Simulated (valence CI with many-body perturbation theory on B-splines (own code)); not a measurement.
Questions on Zn16+

Level of theory: valence CI with perturbative core correlation (CI+MBPT): four valence electrons over a frozen Dirac-Fock core [Ne], radial functions for each j: 11 s, 11 p, 9 d, 7 f, 5 g, 2 h, 1 i, with the one-electron correlation potential Σ1 (screened to all orders), the two-electron term Σ2, the three-electron term Σ3, Breit, model QED; selected single and double excitations, second order for the rest (own B-spline code, finite nucleus).

No measured levels were compared; by estimate levels of excited configurations hold to 0.05 to 0.15 % of their energy, terms of the ground configuration to about 0.5 %.

Rates and lifetimes use the calculated energies. Strong lines usually hold to 10 to 20 %, long lifetimes can be off by a factor of two.

Q: What is the ground level?

A: 3s2.3p2 3P_0, composition 90 % 3s2.3p2 3P + 7 % 3s2.3p2 1S.

Q: Among levels below 1070000 cm⁻¹, which E1 lines absorb most strongly from the ground level?

A: to 3s2.3p.3d 3D°_1 at 15.64 nm, f = 0.771; to 3s.3p3 3S°_1 at 18.33 nm, f = 0.148; to 3s.3p3 3D°_1 at 25.80 nm, f = 0.0834.

Q: How well does LS coupling describe the low levels?

A: Among the lowest 20 levels the leading LS term, summed over configurations, holds 85 % on average. For single configurations the figures are 78 % in LS and 68 % in jj coupling. Terms mix most in the J = 2 level at 628260 cm⁻¹, where the leading one holds 52 %.

Q: Name the longest-lived excited levels whose lifetime is computed, and their main decay.

A: 3s2.3p2 3P_2 at 38869 cm⁻¹ lives 23.2 ms, mostly by M1 to 3s2.3p2 3P_1; 3s2.3p2 3P_1 at 22957 cm⁻¹ lives 4.95 ms, mostly by M1 to 3s2.3p2 3P_0; 3s2.3p2 1D_2 at 82700 cm⁻¹ lives 838 μs, mostly by M1 to 3s2.3p2 3P_1. The lifetime of 3s2.3p.3d 3F°_4 is too uncertain to give, and may be longer.

Q: What is the ionisation energy?

A: 577.03 eV; NIST lists 577.8 ± 1.3 eV (semi-empirical).

Q: How is the term 3P of the ground level split?

A: J = 0 at 0, J = 1 at 22957, J = 2 at 38869 cm⁻¹.

Q: Where does the other parity begin?

A: At 3s.3p3 5S°_2, 299290 cm⁻¹.
